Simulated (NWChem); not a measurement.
System: AlNH3Cl2 cation, singlet

```xyz
7

Al    -0.0286    -0.0001     0.0024
Cl     0.7263    -1.9029     0.0032
Cl     0.7027     1.9121     0.0043
N     -2.0156    -0.0168    -0.0049
H     -2.4014    -0.2052    -0.9398
H     -2.4185     0.8796     0.2966
H     -2.4046    -0.7454     0.6077
```
Atoms are numbered in this order, from 1.

Results from NWChem. Pople sets run with spherical d functions. Low-valent species are run as closed-shell singlets; no triplet was tried in these runs. Structure relaxed at the B3LYP/6-31G* (spherical d) level. GIAO values for the isolated, static molecule; σ is the absolute isotropic shielding, δ = σ(reference) − σ with the isolated reference molecule computed at the same levels (1H: tetramethylsilane, 15N: ammonia).

```json
[
 {"level": "B3LYP/6-311G**", "σ Al1 (ppm)": "406.2", "σ Cl2 (ppm)": "886.3", "σ Cl3 (ppm)": "884.3", "δ N4 (ppm)": "40.1", "δ H5 (rotor mean) (ppm)": "3.26"},
 {"level": "PBE/pcSseg-1", "σ Al1 (ppm)": "406.6", "σ Cl2 (ppm)": "867.7", "σ Cl3 (ppm)": "864.7", "δ N4 (ppm)": "40.3", "δ H5 (rotor mean) (ppm)": "3.24"},
 {"level": "LDA (Slater exchange, VWN5)/pcSseg-1", "σ Al1 (ppm)": "___", "σ Cl2 (ppm)": "___", "σ Cl3 (ppm)": "___", "δ N4 (ppm)": "___", "δ H5 (rotor mean) (ppm)": "3.25"}
]
```

### Question
Fill in the missing entries.

### Answer

- LDA (Slater exchange, VWN5)/pcSseg-1, σ Al1 (ppm): 386.8
- LDA (Slater exchange, VWN5)/pcSseg-1, σ Cl2 (ppm): 841.9
- LDA (Slater exchange, VWN5)/pcSseg-1, σ Cl3 (ppm): 838.7
- LDA (Slater exchange, VWN5)/pcSseg-1, δ N4 (ppm): 45.4
